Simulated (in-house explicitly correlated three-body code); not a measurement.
The numbers below are computed, except where a source is named.
Two electrons around a charge Z: the exact Kohn-Sham energy parts

The exact non-relativistic ground state comes from a variational code in 260 exponentially correlated functions, the Kohn-Sham parts from inverting its density (past Z = 6 the correlation energy is taken as exact minus Hartree-Fock, equal to within microhartrees), and self-consistent runs (Hartree-Fock is restricted) from a B-spline radial code. Z may be fractional; the second electron is bound down to Z = 0.911.

E_c tends to a constant and T_c to −E_c as Z grows.

| Z | E (Eh) | E_x (Eh) | E_c (mEh) | T_c (mEh) | −T_c/E_c | binding (eV) |
| --- | --- | --- | --- | --- | --- | --- |
| 1.04 | -0.584093 | -0.40989 | -41.25 | 28.59 | 0.693 | 1.178 |
| 1.1 | ? | ? | ? | ? | ? | ? |
| 1.22 | -0.878193 | -0.53051 | -40.47 | 31.01 | 0.766 | 3.646 |
| 1.42 | -1.281517 | -0.65885 | -40.78 | 32.98 | 0.809 | 7.437 |
| 1.54 | -1.561961 | -0.73495 | -41.07 | 33.94 | 0.826 | 10.24 |
| 1.7 | -1.980684 | -0.83595 | -41.46 | 35.03 | 0.845 | 14.58 |
| 2.02 | -2.971657 | -1.03712 | -42.15 | 36.73 | 0.872 | 25.35 |
| 2.22 | -3.694958 | -1.16258 | -42.51 | 37.57 | 0.884 | 33.49 |
| 2.56 | ? | ? | ? | ? | ? | ? |
| 2.7 | -5.757134 | -1.46328 | -43.19 | 39.11 | 0.905 | 57.47 |
| 3.08 | -7.716380 | -1.70113 | -43.59 | 40.00 | 0.918 | 80.9 |
| 3.36 | -9.344789 | -1.87632 | -43.84 | 40.53 | 0.925 | 100.7 |

What belongs in the row Z = 2.56?

E (Eh): -5.108085; E_x (Eh): -1.37562; E_c (mEh): -43.01; T_c (mEh): 38.71; −T_c/E_c: 0.900; binding (eV): 49.83.

What belongs in the row Z = 1.1?

E (Eh): -0.674809; E_x (Eh): -0.45124; E_c (mEh): -40.71; T_c (mEh): 29.50; −T_c/E_c: 0.725; binding (eV): 1.9.

Where is correlation strongest relative to exchange?

E_c/E_x falls from 0.101 at Z = 1.04 to 0.0234 at Z = 3.36, since exchange grows as Z while correlation stays near −0.045 hartree. The smaller −T_c/E_c at low Z marks the more static, in-out correlation of a loosely bound pair.
